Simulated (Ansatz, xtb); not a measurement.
**C4H7F2N: 5 structures ranked**

5 gas-phase structures of C4H7F2N, from a drawn sample of its isomers (lower ones may exist). Each was relaxed with GFN2-xTB; where two conformers were screened, the lower at r2SCAN-D4/def2-SVP is listed:

A. `C=C(N)CC(F)F`, a singlet
B. `[H]/N=C(/C)CC(F)F`, a singlet
C. `C/C(N)=C/C(F)F`, a singlet
D. `C/C(N)=C\C(F)F`, a singlet
E. `[H]/N=C(\C)CC(F)F`, a singlet

Question: Which do you expect lowest at r2SCAN-D4/def2-SVP, and how would the others follow?

Answer: Calculated order at r2SCAN-D4/def2-SVP: E (0.0), C (0.2), A (1.5), B (1.8), D (2.4) kcal/mol. Less than 1 kcal/mol parts E and C; A and B; B and D, so the order within those pairs means little.

Energies above the lowest of each column, in kcal/mol; the last columns are at B3LYP-D3(BJ)/def2-SVP geometries and were run for some of them only (a dash: not run or not comparable):

| structure | GFN2-xTB | HF/STO-3G | r2SCAN-D4/def2-SVP | B3LYP-D3(BJ)/def2-SVP | CCSD(T)/def2-SVP + ΔMP2/def2-TZVPP |
| --- | --- | --- | --- | --- | --- |
| E | 0.0 | 0.0 | 0.0 | 0.0 | 0.0 |
| C | 0.5 | 9.1 | 0.2 | 1.1 | 3.4 |
| A | 3.5 | 11.1 | 1.5 | 1.9 | 3.7 |
| B | 0.6 | 1.2 | 1.8 | – | – |
| D | 1.6 | 11.3 | 2.4 | 2.8 | 4.5 |

Every level run on E puts it lowest or level with the lowest. Flexible structures stand in one conformer each, not always the lowest. Frequencies (GFN2-xTB) were run for A, C, E alone. ΔMP2 is the change of the MP2 energy from the smaller to the larger basis.

Over these structures GFN2-xTB departs from r2SCAN-D4/def2-SVP by 0.9 kcal/mol on average once a common shift is removed. A GFN2-xTB relaxation took about 0.12 s and the r2SCAN-D4/def2-SVP energy about 2.9 s on a shared host (Ansatz 0.2.0, xtb 6.7.1).
